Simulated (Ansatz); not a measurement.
H4Si2, singlet, geometry from GFN2-xTB. Base run: PBE0/def2-SVP in Ansatz (a first-principles code).

Geometry (Å):
```xyz
6

Si    -0.2889     0.9465     0.7715
H      0.3826     2.1223     0.1297
Si     0.2073    -0.8077    -0.5974
H      0.9963    -0.8613    -1.8410
H     -1.0917    -1.3884    -0.9892
H      0.8549    -1.8159     0.2642
```
All else is at Ansatz's defaults.
Base energy -580.86194 Eh.

Variants of this job, named by their change:

| change | ΔE vs base (µEh) |
|---|---|
| base | 0.0 |
| fitting.mean_field = def2-universal-JKFIT | … |
| nuclear_model = gaussian | … |
| forces = on | 0.0 |
| final_grid = 6, 12, 29 | -1.4 |
| accuracy = high | 0.0 |
| final_grid = 14, 28, 59 | 0.0 |
| final_grid = 10, 20, 41 | 0.0 |
| lower_state_search = full | 0.0 |
| point_charge = charge:-1.0 position_ang:2.807, -0.4778, 4.4318 | -5513 |
| point_charge = charge:1.0 position_ang:4.1624, 2.5986, 2.0277 | 2615 |

Problem. Fill in the missing entries.

Solution. 
- fitting.mean_field = def2-universal-JKFIT, ΔE vs base (µEh): -81.0
- nuclear_model = gaussian, ΔE vs base (µEh): 323
